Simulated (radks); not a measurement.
Spherical jellium clusters: N electrons in a uniform positive sphere of charge N and radius rs N^(1/3), rs = 3.74 bohr. Calculated with a radial shooting solver with Libxc functionals: non-relativistic Kohn-Sham, LDA (Slater exchange, Perdew-Wang correlation), spin-polarised, spherical densities. Levels are named by radial order and angular momentum (1s, 1p, 1d, 2s, ...), and open shells are averaged over m.

N = 4, configuration 1s2 1p(up 2, down 0). This is the lowest configuration that the search found. Occupied and some empty levels:

level    occupation  eigenvalue (eV)  <r> (bohr)
1s up             1          -4.6690       4.267
1s down           1          -4.0855       4.255
1p up             2          -2.7495       5.550
1p down           0          -2.1716       5.750
2s up             0         -0.81971       8.447
1d up             0         -0.79675       7.366
2s down           0         -0.59448       9.260
1d down           0         -0.39132       8.240

Energy (eV): total -5.86098, kinetic 7.9243, external -83.454, Hartree 39.930, exchange-correlation -14.262, background 44.001.

Electron density:

r (bohr)  n(r) (e/bohr^3)
0.476            0.005779
1.01             0.005802
1.54             0.005803
2.07             0.005729
2.60             0.005524
3.13             0.005146
3.66             0.004584
4.19             0.003872
4.72             0.003084
5.25             0.002308
5.78             0.001629
6.31             0.001092
6.84            0.0007055
7.37            0.0004429
7.90            0.0002722
8.43            0.0001645
8.96           0.00009819
9.49           0.00005804
10.0           0.00003403
10.6           0.00001987
